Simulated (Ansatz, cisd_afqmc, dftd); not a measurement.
Species: C$_{3}$H$_{5}$Cl, charge 0, singlet. C3H5Cl (2-chloroprop-1-ene, SMILES C=C(C)Cl).
B3LYP-D3(BJ)/def2-TZVP minimum from Ansatz (an electronic-structure program):
```
C
C 1 1.3238
H 2 1.0798 1 122.22
H 2 1.0821 3 118.17 1 180.00
C 1 1.4915 2 126.62 3 180.00
H 5 1.0899 1 110.23 2 0.00
H 5 1.0919 6 108.94 1 121.60
H 5 1.0919 6 108.94 7 116.80
Cl 1 1.7579 2 119.75 3 0.00
```

Wanted: atomisation energy (electronic, to ground-state atoms), in kJ/mol. Radicals and triplets start from unrestricted determinants; spin-orbit coupling is neglected. Correlated methods leave the cores frozen. Rows without X2C or -DK are non-relativistic. The Monte Carlo rows (phaseless AFQMC, CISD trial, step 0.005/hartree) carry one-sigma bars that omit the constraint's bias. Outlying blocks are dropped, and bars are widened where a walk drifts. Over all cases where full CI ran beside it in this data, AFQMC minus full CI had a median of +0.1 mEh and passed +0.4 mEh in a tenth of the cases. CBS(X,Y): correlation extrapolated as X^-3, Hartree-Fock from the larger set. A bracket is a step between two methods taken in the basis named. Functionals run without relativity, which enters their misses. Double hybrids freeze cores in their MP2 part. '+ core + X2C': CCSD(T) terms for core correlation (cc-pwCVTZ, 1s frozen past Ne) and scalar relativity (cc-pVTZ-DK). Where a partner has so few electrons that a lower coupled-cluster level is exact, that level stands in.

```json
[
 {"level": "B3LYP-D3(BJ)/def2-TZVPD", "program": "Ansatz + dftd3", "atomisation energy (kJ/mol)": "3525.1", "difference against the last row": "-7.9"},
 {"level": "B3LYP-D4/def2-TZVPD", "program": "Ansatz + dftd4", "atomisation energy (kJ/mol)": "3521.0", "difference against the last row": "-12.0"},
 {"level": "CAM-B3LYP-D3(BJ)/def2-TZVPD", "program": "Ansatz + dftd3", "atomisation energy (kJ/mol)": "3526.8", "difference against the last row": "-6.2"},
 {"level": "B2PLYP-D4/def2-TZVPD", "program": "Ansatz + dftd4", "atomisation energy (kJ/mol)": "3491.0", "difference against the last row": "-42.0"},
 {"level": "MP2/cc-pV(D+d)Z", "program": "Ansatz", "atomisation energy (kJ/mol)": "3320.3", "difference against the last row": "-212.7"},
 {"level": "MP2/cc-pV(T+d)Z", "program": "Ansatz", "atomisation energy (kJ/mol)": "3492.1", "difference against the last row": "-40.9"},
 {"level": "CCSD(T)/cc-pV(Q+d)Z", "program": "Ansatz", "atomisation energy (kJ/mol)": "3485.1", "difference against the last row": "-47.9"},
 {"level": "AFQMC/CISD/cc-pV(T+d)Z", "program": "cisd_afqmc", "atomisation energy (kJ/mol)": "3438.2 ± 1.2", "difference against the last row": "-94.8"},
 {"level": "CCSD(T)/CBS(cc-pV(T+d)Z,cc-pV(Q+d)Z) + [AFQMC/CISD - CCSD(T)]/cc-pV(T+d)Z + core + X2C", "program": "Ansatz + cisd_afqmc", "atomisation energy (kJ/mol)": "3534.0 ± 1.2", "difference against the last row": "1.0"},
 {"level": "CCSD(T)/CBS(cc-pV(T+d)Z,cc-pV(Q+d)Z) + [CCSDT(Q) - CCSD(T)]/cc-pV(D+d)Z + core + X2C", "program": "Ansatz", "atomisation energy (kJ/mol)": "3533.0", "difference against the last row": "0.0"}
]
```
